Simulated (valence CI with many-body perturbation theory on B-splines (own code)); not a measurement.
## Valence orbitals of Xe XLII

Computed by configuration interaction combined with many-body perturbation theory (CI+MBPT): three valence electrons over a frozen Dirac-Fock core [Ne], a basis of 11 s, 11 p, 9 d, 7 f, 5 g, 2 h, 1 i functions for each j, with the one-electron correlation potential Σ1 (screened to all orders), the two-electron term Σ2, the three-electron term Σ3, Breit, model QED; selected single and double excitations, second order for the rest (own B-spline code, finite nucleus).

The last digits are not significant, and no measured levels were compared; by estimate large intervals hold to a few tenths of a per cent, small ones and those within an open d or f shell to about a per cent.

These are the spectroscopic orbitals of the CI (the correlating ones are not listed), shaped by the core and the other valence electrons. h is the expectation value of the core's Dirac-Fock operator, without the valence repulsion; Σ1 is computed up to l = 3 at one energy for each symmetry, that of its lowest orbital but kept below the first core excitation, so for empty shells it is not the orbital's own correlation shift; Breit and QED include the response of the core.

```csv
Orbital,h (hartree),Σ1 (cm⁻¹),Breit (cm⁻¹),QED (cm⁻¹),⟨r⟩ (bohr)
3s1/2,-122.58,-6658,15264,11806,0.2731
4s1/2,-66.654,-2240,5959,4745,0.5042
5s1/2,-41.816,-1024,2854,2317,0.8092
6s1/2,-28.659,-560,1599,1306,1.184
3p1/2,-118.88,-8520,25492,-100,0.2591
4p1/2,-65.116,-2804,9967,-30.0,0.4953
5p1/2,-41.044,-1293,4873,-12.9,0.8034
6p1/2,-28.219,-709,2751,-6.7,1.182
3p3/2,-115.68,-7817,15275,1076,0.2672
4p3/2,-63.813,-2635,5913,436,0.5061
5p3/2,-40.39,-1227,3042,218,0.8169
6p3/2,-27.845,-677,1718,124,1.198
3d3/2,-110.99,-9481,11680,-417,0.2309
4d3/2,-62.031,-2643,4210,-144,0.4754
5d3/2,-39.517,-1177,2005,-67.8,0.7909
3d5/2,-110.26,-8857,5549,13.3,0.2334
4d5/2,-61.714,-2462,1983,31.6,0.4785
5d5/2,-39.354,-1097,962,20.5,0.7946
4f5/2,-60.762,-2310,404,-58.1,0.4189
5f5/2,-38.881,-1121,276,-31.7,0.7380
4f7/2,-60.63,-2242,97.9,18.4,0.4203
5f7/2,-38.813,-1085,66.8,7.4,0.7397
5g7/2,-38.732,,9.1,-12.8,0.6506
5g9/2,-38.693,,1.2,9.4,0.6517
```

Among the shells of the start configuration 3s2 3p1, Σ1 is largest in size for 3p1/2, where it is 0.033 % of h.

Lowest root of each symmetry, sizes in configuration state functions:

```
  J  Parity  Roots  Reference  Variational  Second order  Change by selected CI (cm⁻¹)  Change by second order (cm⁻¹)
1/2    even      9         58         7102          4675                         -3497                              0
3/2    even     13         92        12141          8726                         -1956                              0
5/2    even     12         94        13956         11775                         -3073                             -1
7/2    even      7         67        12634         13410                         -4857                             -1
9/2    even      4         41         9318         13674                         -5479                             -3
1/2     odd      7         55         6612          6741                         -3822                              0
3/2     odd     12         89        11559          9332                         -3670                              0
5/2     odd      9         86        12574         13124                         -3871                             -1
7/2     odd      5         63        11305         14781                         -4294                             -2
9/2     odd      2         33         8482         14475                         -2735                             -3
```
